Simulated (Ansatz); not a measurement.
A CCSD(T) single point on FGeH$_{7}$Si$_{2}$ (`F[SiH2][GeH2][SiH3]`).

```yaml
crystal:
  periodic: [false, false, false]
  atoms:
    - {symbol: F, position_ang: [-1.910812, 1.760802, 0.293567]}
    - {symbol: Si, position_ang: [-0.349278, 1.838310, 0.664326]}
    - {symbol: Ge, position_ang: [0.532362, -0.369851, 0.751711]}
    - {symbol: Si, position_ang: [-0.003002, -1.586426, -1.221369]}
    - {symbol: H, position_ang: [0.325575, 2.633560, -0.394116]}
    - {symbol: H, position_ang: [-0.230537, 2.549977, 1.963016]}
    - {symbol: H, position_ang: [2.062571, -0.261877, 0.902560]}
    - {symbol: H, position_ang: [-0.008429, -1.103646, 1.992420]}
    - {symbol: H, position_ang: [-1.476789, -1.735828, -1.332947]}
    - {symbol: H, position_ang: [0.500788, -0.847724, -2.409131]}
    - {symbol: H, position_ang: [0.622850, -2.934397, -1.189436]}
basis:
  gaussian: {orbitals: def2-TZVPP}
correlation: {method: ccsd_t}
```

```sh
$ ansatz run in.yaml --threads 4 --pin off --events-out ev --progress --plain --max-ram 10444MiB
```

The program prints (abridged):

```
Functional definition: HF
1539 factors; integrals over basis functions are off by at most 1.0e-3 eV
mean field evaluation 1: about -75015.6775 eV, gradient 3.0e1 eV
mean field evaluation 2: about -75015.8676 eV, gradient 3.0e1 eV
mean field evaluation 4: about -75018.3800 eV, gradient 3.4e0 eV
mean field evaluation 8: about -75018.4440 eV, gradient 1.7e-1 eV
mean field -75018.44414996 eV, -2756.8769731831 hartree, gradient 2.9e-6 eV, S^2 0.000000; 0 other end points of the search recorded, 0 dependent functions left out
20 core orbitals not correlated: weight in the atoms' cores, before any rotation towards them, 1.000 or more for the frozen orbitals, at most 0.000 for the correlated occupied ones
reference -75018.44414996 eV, -2756.8769731831 hartree; 18, 18 occupied and 223, 223 virtual orbitals, 1539 factors
second order -20.80431993 eV of doubles, -0.00000000 eV of singles
cycle   1  -21.41291819 eV  change   -6.1e-1 eV  update   1.1e-1
cycle   2  -22.08956216 eV  change   -6.8e-1 eV  update   3.4e-2
cycle   3  -22.19862961 eV  change   -1.1e-1 eV  update   1.7e-2
cycle   4  -22.18538539 eV  change    1.3e-2 eV  update   4.0e-3
cycle   5  -22.18371963 eV  change    1.7e-3 eV  update   1.6e-3
cycle   6  -22.18373642 eV  change   -1.7e-5 eV  update   4.4e-4
cycle   7  -22.18341095 eV  change    3.3e-4 eV  update   1.4e-4
cycle   8  -22.18338495 eV  change    2.6e-5 eV  update   4.4e-5
perturbative correction -0.71296271 eV, -0.0262008965 hartree
Total energy: -75041.34049762 eV, -2757.7183984401 hartree
```

Hardware: 4 threads of an Intel Xeon Platinum 8559C on a shared host. Wall time 84 s, peak host memory 5.8 GiB.

The correlation energy is -22.896 eV, 3.1 % of it from (T); the T1 diagnostic reads 0.0122.
